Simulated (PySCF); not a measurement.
# Radial density of Tl⁻ (thallium, charge -1)

UHF, [Xe] 4f14 5d10 6s2 6p2, high-spin 3P determinant. Computed with PySCF 2.14 in x2c-TZVPPall with one added diffuse shell each of s, p, d, f type (12s8p7d4f, 99 functions), with scalar relativity by spin-free X2C-1e.

| r (bohr) | 4πr²ρ (e/bohr) | 4πr²(ρα − ρβ) |
| --- | --- | --- |
| 0.0130 | 112.4 | 0.0011 |
| 0.0218 | 99.46 | 0.0040 |
| 0.0366 | 135.3 | 0.0040 |
| 0.0616 | 143.6 | -0.0035 |
| 0.104 | 124.0 | -0.0014 |
| 0.174 | 124.6 | 0.0024 |
| 0.293 | 84.92 | 0.0022 |
| 0.493 | 65.83 | -0.0024 |
| 0.830 | 24.77 | 0.0110 |
| 1.40 | 11.45 | -0.0424 |
| 2.35 | 2.550 | 0.3057 |
| 3.95 | 0.6786 | 0.4238 |
| 6.64 | 0.1891 | 0.1822 |
| 11.2 | 0.02712 | 0.0271 |
| 18.8 | 0.0003254 | 0.0003 |

Densities and radii are taken from the X2C orbitals without a picture-change correction, which distorts them close to the nucleus.

Spin-orbit coupling is strong in this species (close to jj coupling), so the high-spin LS determinant is a model state, not a physical level.

**Question.** Where is the radial spin density 4πr²(ρα − ρβ) most negative, and why is it negative at all?

**Answer.** Around r = 1.40 bohr, down to -0.0424 e/bohr: exchange with the open shell polarises the paired shells in an unrestricted calculation.
